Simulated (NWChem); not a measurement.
Molecule: SiH₂OF₂; SMILES [SiH](F)(O)F

```xyz
6

Si     0.0005     0.0245    -0.3411
O      0.0063     1.5586     0.2133
F      1.2749    -0.7903     0.2112
F     -1.2816    -0.7792     0.2096
H      0.0021     0.0473    -1.8080
H     -0.0013     1.7227     1.1612
```
Atoms are numbered in this order, from 1.

Level: PBE0/def2-SVP (NWChem), optimised geometry, unscaled harmonic frequencies. 

Q: List the harmonic frequencies with IR intensities, and the thermochemistry.

A: 
```json
[
 {"frequency (cm⁻¹)": "191", "IR intensity (km/mol)": "73.6"},
 {"frequency (cm⁻¹)": "305", "IR intensity (km/mol)": "22.1"},
 {"frequency (cm⁻¹)": "339", "IR intensity (km/mol)": "94.5"},
 {"frequency (cm⁻¹)": "387", "IR intensity (km/mol)": "75.3"},
 {"frequency (cm⁻¹)": "749", "IR intensity (km/mol)": "80.4"},
 {"frequency (cm⁻¹)": "829", "IR intensity (km/mol)": "12.0"},
 {"frequency (cm⁻¹)": "837", "IR intensity (km/mol)": "43.5"},
 {"frequency (cm⁻¹)": "885", "IR intensity (km/mol)": "151.3"},
 {"frequency (cm⁻¹)": "977", "IR intensity (km/mol)": "242.9"},
 {"frequency (cm⁻¹)": "1010", "IR intensity (km/mol)": "240.4"},
 {"frequency (cm⁻¹)": "2387", "IR intensity (km/mol)": "80.0"},
 {"frequency (cm⁻¹)": "3936", "IR intensity (km/mol)": "138.8"}
]
```

```
Quantity                                                                            Value
-----------------------------------------------------------------------  ----------------
zero-point energy                                                           18.3 kcal/mol
thermal correction to the enthalpy at 298.15 K (with zero-point energy)     22.0 kcal/mol
heat capacity Cv                                                         15.8 cal/(mol K)
entropy at 298.15 K and 1 atm (symmetry number 1)                        70.9 cal/(mol K)
dipole moment                                                                      1.23 D
```

Rigid rotor and harmonic oscillator.
